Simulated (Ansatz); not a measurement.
One change: `FC(F)(F)CBr` becomes `[CH3][Zn][Se]C(F)(F)F`.

Ansatz, PBE0-D4/def2-TZVP geometries, multiplicity 1. Each molecule was computed in one conformer, which needn't be the lowest.

Scalar relativity is left out up to krypton.

```tsv
property	`FC(F)(F)CBr`
HOMO–LUMO gap (PBE0/def2-TZVPP) / eV	8.02
HOMO–LUMO gap (B3LYP/def2-TZVPP) / eV	7.46
LUMO energy (PBE/def2-TZVPP) / eV	-1.54
HOMO energy (PBE0/def2-TZVPP) / eV	-8.52
HOMO–LUMO gap (ωB97M-V/def2-TZVPP) / eV	12.40
LUMO energy (ωB97M-V/def2-TZVPP) / eV	1.59
```

**Question.** What does the change do to each property? (Estimate.)

**Answer.** The calculation gave: 
| property | `[CH3][Zn][Se]C(F)(F)F` | shift |
| --- | --- | --- |
| HOMO–LUMO gap (PBE0/def2-TZVPP) / eV | 6.29 | -1.73 |
| HOMO–LUMO gap (B3LYP/def2-TZVPP) / eV | 5.78 | -1.68 |
| LUMO energy (PBE/def2-TZVPP) / eV | -1.76 | -0.22 |
| HOMO energy (PBE0/def2-TZVPP) / eV | -7.25 | 1.27 |
| HOMO–LUMO gap (ωB97M-V/def2-TZVPP) / eV | 10.06 | -2.34 |
| LUMO energy (ωB97M-V/def2-TZVPP) / eV | 0.63 | -0.96 |

With PBE0 the HOMO rises by 1.27 eV and the LUMO falls by 0.45 eV, so the gap narrows by about 1.72 eV. PBE moves the HOMO by 1.12 eV and ωB97M-V by 1.37 eV.

B3LYP here is the variant with VWN-RPA as its local correlation; programs differ in this.

Spin–orbit coupling is left out; it splits and shifts lone-pair levels of the heavy atoms by tenths of an eV.
